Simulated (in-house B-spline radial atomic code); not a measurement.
Orbital energies and mean radii along the 40-electron series, configuration [Kr] 4d4. The effective charge is n√(-2ε), a non-relativistic measure. Computed with an all-electron radial atomic-structure program (B-spline basis): non-relativistic Hartree-Fock, average of the configuration, point nuclei.

This level leaves out relativity, spin-orbit splitting included, which matters for heavy ions.

```tsv
ion	Z	energy of 3p (Eh)	mean radius of 3p (bohr)	energy of 4d (Eh)	mean radius of 4d (bohr)	energy of 4s (Eh)	mean radius of 4s (bohr)	energy of 3d (Eh)	mean radius of 3d (bohr)	effective charge of 3p
Pm21+	61	-71.741	0.26298	-23.904	0.59776	-30.578	0.58344	-60.871	0.23476	35.935
Sm22+	62	-75.828	0.25761	-25.77	0.58014	-32.66	0.56914	-64.7	0.22957	36.945
Eu23+	63	-80.028	0.25245	-27.7	0.56359	-34.806	0.55554	-68.642	0.22461	37.954
Gd24+	64	-84.34	0.24749	-29.693	0.54801	-37.015	0.54259	-72.697	0.21986	38.963
Tb25+	65	?	?	?	?	?	?	?	?	?
Dy26+	66	-93.303	0.23812	-33.871	0.5194	-41.623	0.51847	-81.144	0.21094	40.981
Ho27+	67	-97.953	0.2337	-36.055	0.50624	-44.022	0.50722	-85.536	0.20675	41.99
Er28+	68	?	?	?	?	?	?	?	?	?
Tm29+	69	-107.59	0.22532	-40.614	0.48191	-49.01	0.48615	-94.657	0.19886	44.007
Yb30+	70	-112.58	0.22135	-42.988	0.47063	-51.599	0.47627	-99.385	0.19513	45.015
Lu31+	71	-117.67	0.21752	-45.426	0.45989	-54.251	0.4668	-104.23	0.19155	46.023
Hf32+	72	-122.88	0.21382	-47.927	0.44965	-56.966	0.4577	-109.18	0.18809	47.031
Ta33+	73	-128.21	0.21024	-50.491	0.43987	-59.744	0.44895	-114.24	0.18476	48.039
W34+	74	-133.64	0.20678	-53.118	0.43052	-62.586	0.44054	-119.42	0.18154	49.046
Re35+	75	-139.19	0.20343	-55.809	0.42157	-65.49	0.43245	-124.71	0.17843	50.054
Os36+	76	?	?	?	?	?	?	?	?	?
Ir37+	77	-150.62	0.19704	-61.379	0.40477	-71.487	0.41714	-135.62	0.17253	52.068
```

Fill in the row of Tb25+.

energy of 3p (Eh): -88.765; mean radius of 3p (bohr): 0.24271; energy of 4d (Eh): -31.75; mean radius of 4d (bohr): 0.5333; energy of 4s (Eh): -39.287; mean radius of 4s (bohr): 0.53025; energy of 3d (Eh): -76.864; mean radius of 3d (bohr): 0.21531; effective charge of 3p: 39.972.

Fill in the row of Er28+.

energy of 3p (Eh): -102.71; mean radius of 3p (bohr): 0.22943; energy of 4d (Eh): -38.303; mean radius of 4d (bohr): 0.49376; energy of 4s (Eh): -46.485; mean radius of 4s (bohr): 0.49646; energy of 3d (Eh): -90.04; mean radius of 3d (bohr): 0.20273; effective charge of 3p: 42.998.

Fill in the row of Os36+.

energy of 3p (Eh): -144.85; mean radius of 3p (bohr): 0.20018; energy of 4d (Eh): -58.562; mean radius of 4d (bohr): 0.41299; energy of 4s (Eh): -68.457; mean radius of 4s (bohr): 0.42465; energy of 3d (Eh): -130.11; mean radius of 3d (bohr): 0.17543; effective charge of 3p: 51.061.

How does the screening of 3p change?

Z less the effective charge goes from 25.06 at Z = 61 to 24.93 at Z = 77.
